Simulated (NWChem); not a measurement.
Two isomers of C2H4FNOSi, each optimised at PBE0/def2-SVP with NWChem. Flexible species stand in one conformer each, which need not be the lowest. 

A: C#C[Si@](N)(O)F
B: F[Si@@H]1COC=N1

Problem. Which is lower in energy, by how much, and how do their other properties compare?

Solution. A is lower by 9.6 kcal/mol in electronic energy; with zero-point energies, B − A = 11.3 kcal/mol.
```tsv
	A	B
highest occupied level (eV)	-7.72	-7.97
orbital gap (eV)	7.86	7.63
dipole (D)	2.60	2.36
highest harmonic frequency (cm⁻¹)	3924	3170
zero-point energy (kcal/mol)	39.8	41.5
```
